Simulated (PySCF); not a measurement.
**Ga²⁸⁺: ionisation energy**

Ga²⁸⁺ [He] 2s1 [2s1/2^1, M_J = 1/2] → Ga²⁹⁺ 1s2, as a difference of total energies. Computed with PySCF 2.14 in an even-tempered Gaussian basis (17 s from 9.7 bohr⁻², ratio 2.4; 11 p from 13 bohr⁻², ratio 2.4; 5 d from 39 bohr⁻², ratio 2.6; 4 f from 58 bohr⁻², ratio 2.6), with the two-component X2C-1e Hamiltonian. Correlated levels: nothing frozen; the 34 highest virtual spinors dropped. "Screened" scales the spin-orbit matrix elements by Boettger's factors to mimic the two-electron term; Breit and QED terms are absent.

| method | ionisation energy (eV) | difference from reference (eV) |
| --- | --- | --- |
| GHF (screened spin-orbit) | 2985.5 | +1.1 |
| GMP2 (screened spin-orbit) | 2985.7 | +1.3 |

Reference: 2984.4 eV (theoretical estimate listed by NIST; NIST Atomic Spectra Database, ionization energies).

For this ion Breit and QED terms and the two-electron picture change, all absent here, outweigh the correlation shift from GHF to GMP2.
